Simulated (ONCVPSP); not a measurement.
# silicon (Si): one change to an ONCV potential, before and after

```
Element                 : Si (Z = 14)
Generator               : ONCVPSP 4.0.1
Type                    : optimised norm-conserving Vanderbilt (ONCV)
Functional              : LDA (Perdew-Zunger)
Relativity              : scalar-relativistic
Frozen core             : [He]
Valence charge          : 12
Reference configuration : 2s2 2p6 3s2 3p2
Partial waves           : 2s+3s: rc 1.00 bohr, ncon 3, nbas 7, qcut 10.9 1/bohr, 2 projectors; 2p+3p: rc 0.80 bohr, ncon 4, nbas 7, qcut 15.1 1/bohr, 2 projectors
Local potential         : polynomial inside 0.50 bohr (lpopt 2, dvloc0 0 Ha)
Core correction         : none
```

Change: s: qcut 8.3.

Cutoffs: the cutoffs (Ha) at which the residual kinetic energy of the hardest occupied pseudo-wave falls to 1 and 0.1 mHa per electron; they do not see the model core or the augmentation charge, which bear on the density cutoff. Errors are all-electron minus pseudo energies relative to the spin-unpolarised reference configuration.

Problem. How do hardness, ghosts and transferability respond?

Solution. The potential gets neither clearly harder nor softer (104 Ha and 161 Ha → 104 Ha and 161 Ha); of the 4 tests that both files solve, the error grows in 1 and shrinks in 1 by more than 15 % and 0.3 meV (median size 1.6 → 1.7 meV); neither file shows a bound ghost.

| quantity | base | changed |
| --- | --- | --- |
| cutoff, loose | 104 Ha | 104 Ha |
| cutoff, tight | 161 Ha | 161 Ha |
| loose cutoff by channel | s 32 Ha, p 104 Ha | s 29 Ha, p 104 Ha |
| bound ghosts | none | none |
| GHOST(+) flags under 300 eV | none | none |
| error for 2s2 2p6 3s2 3p1, meV [ΔE 7.83 eV] | +0.4 | +0.4 |
| error for 2s2 2p6 3s2 3p0, meV [ΔE 23.94 eV] | +2.4 | +2.4 |
| error for 2s2 2p6 3s1 3p0, meV [ΔE 58.09 eV] | +0.8 | +1.1 |
| error for 2s1 2p6 3s2 3p2, meV [ΔE 152.29 eV] | -370 | -302 |
| s: phases at 1.01 bohr within 0.05 rad from the reference energy up to (Ha; the scan ends near 5) | to the end of the scan | to the end of the scan |
| p: phases at 0.81 bohr within 0.05 rad from the reference energy up to (Ha; the scan ends near 5) | to the end of the scan | to the end of the scan |
